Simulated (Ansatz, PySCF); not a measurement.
Sn(F)(NH2)3 (FH6N3Sn), SMILES [NH2][Sn]([NH2])([NH2])[F]. Atoms are numbered in the order given.

```xyz
11

N     -1.3390    -1.5021    -0.2423
Sn     0.0037     0.0030     0.0215
N      1.8074    -0.5002    -0.7732
N     -0.6854     1.7287    -0.8060
F      0.2370     0.2920     1.9510
H     -1.8986    -1.6705     0.5946
H     -0.8709    -2.3764    -0.4851
H      2.2307     0.2916    -1.2593
H      2.4670    -0.8179    -0.0619
H     -1.6877     1.6746    -0.9921
H     -0.5235     2.5367    -0.2036
```
Charge 0, spin multiplicity 1.

The structure is a stationary point at B3LYP-D3(BJ)/def2-SVP. The structure was generated by enumeration; whether it is a known compound was not checked. The def2 effective core potentials stand for the cores of Sn; spin–orbit coupling is left out. Other conformers were not sampled.

Two levels are set side by side: PBE-D3(BJ)/def2-SVP (Ansatz, a quantum-chemistry and plane-wave program) and B3LYP-D3(BJ)/def2-SVP (Ansatz). Each level has its own optimised geometry; the coordinates shown are those of the second. Frequencies come from the Hessian of PySCF at each geometry. Differences are taken from unrounded values.

```json
[
 {"quantity": "mean bond length (Å)", "B3LYP-D3(BJ)": "1.419", "PBE-D3(BJ)": "1.432", "PBE-D3(BJ) minus B3LYP-D3(BJ)": "0.013"},
 {"quantity": "bond N1–Sn2 (Å)", "B3LYP-D3(BJ)": "2.034", "PBE-D3(BJ)": "2.053", "PBE-D3(BJ) minus B3LYP-D3(BJ)": "0.019"},
 {"quantity": "bond Sn2–N3 (Å)", "B3LYP-D3(BJ)": "2.034", "PBE-D3(BJ)": "2.053", "PBE-D3(BJ) minus B3LYP-D3(BJ)": "0.019"},
 {"quantity": "bond Sn2–N4 (Å)", "B3LYP-D3(BJ)": "2.034", "PBE-D3(BJ)": "2.053", "PBE-D3(BJ) minus B3LYP-D3(BJ)": "0.019"},
 {"quantity": "bond Sn2–F5 (Å)", "B3LYP-D3(BJ)": "1.965", "PBE-D3(BJ)": "1.982", "PBE-D3(BJ) minus B3LYP-D3(BJ)": "0.017"},
 {"quantity": "bond N1–H6 (Å)", "B3LYP-D3(BJ)": "1.021", "PBE-D3(BJ)": "1.030", "PBE-D3(BJ) minus B3LYP-D3(BJ)": "0.009"},
 {"quantity": "bond N1–H7 (Å)", "B3LYP-D3(BJ)": "1.021", "PBE-D3(BJ)": "1.030", "PBE-D3(BJ) minus B3LYP-D3(BJ)": "0.009"},
 {"quantity": "bond N3–H8 (Å)", "B3LYP-D3(BJ)": "1.021", "PBE-D3(BJ)": "1.030", "PBE-D3(BJ) minus B3LYP-D3(BJ)": "0.009"},
 {"quantity": "bond N3–H9 (Å)", "B3LYP-D3(BJ)": "1.021", "PBE-D3(BJ)": "1.030", "PBE-D3(BJ) minus B3LYP-D3(BJ)": "0.009"},
 {"quantity": "bond N4–H10 (Å)", "B3LYP-D3(BJ)": "1.021", "PBE-D3(BJ)": "1.030", "PBE-D3(BJ) minus B3LYP-D3(BJ)": "0.009"},
 {"quantity": "bond N4–H11 (Å)", "B3LYP-D3(BJ)": "1.021", "PBE-D3(BJ)": "1.030", "PBE-D3(BJ) minus B3LYP-D3(BJ)": "0.009"},
 {"quantity": "highest harmonic wavenumber (cm⁻¹)", "B3LYP-D3(BJ)": "3597", "PBE-D3(BJ)": "3504", "PBE-D3(BJ) minus B3LYP-D3(BJ)": "-93"},
 {"quantity": "mean harmonic wavenumber (cm⁻¹)", "B3LYP-D3(BJ)": "1256", "PBE-D3(BJ)": "1226", "PBE-D3(BJ) minus B3LYP-D3(BJ)": "-30"},
 {"quantity": "zero-point energy (kcal/mol)", "B3LYP-D3(BJ)": "48.46", "PBE-D3(BJ)": "47.31", "PBE-D3(BJ) minus B3LYP-D3(BJ)": "-1.16"}
]
```

Exact exchange shortens and stiffens bonds; PBE has none. Differences between two approximate levels are no errors against the true value.
